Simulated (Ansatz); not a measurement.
Consider the ligand exchange at the Si–Cl bond: `F[SiH]([SiH3])Cl` + `OC=S` → `F[SiH]([SiH3])OC=S` + HCl.

Gas-phase electronic energies from Ansatz, PBE0-D4/def2-TZVP geometries. CCSD(T)/CBS adds triple-zeta CCSD(T) − MP2 to the extrapolated MP2 energy (def2 sets, frozen cores). This one scheme is used for every species. DFT in def2-TZVPP. HSE06 is defined as in plane-wave codes. Each species was taken in one conformer, which may not be the lowest.

```csv
level,ΔE (eV)
r2SCAN-D4,0.17
BHLYP-D4,0.09
B2PLYP,0.12
HSE06,0.24
LC-ωPBE,0.19
SCS-MP2/def2-QZVPP,0.10
MP2/CBS(def2),0.13
CCSD/CBS(def2),0.11
```

Question: What does CCSD(T)/CBS give? (An estimate is asked.)

Answer: Computed: +0.10 eV. The listed levels differ from it by 0.07, -0.01, 0.02, 0.14, 0.09, 0.00, 0.03, 0.01 eV.

Largest T1 diagnostic among the species: 0.018.

From BLYP to BHLYP (50 % exact exchange), in def2-TZVPP and without D4, ΔE moves by −0.05 eV. The D4 term adds −0.06 eV with B3LYP and −0.04 eV with PBE0; it sums over pairs of atoms, weighted by their polarisabilities, and B3LYP, whose exchange is more repulsive, gets the larger term.

B3LYP here is the variant with VWN-RPA as its local correlation; programs differ in this.
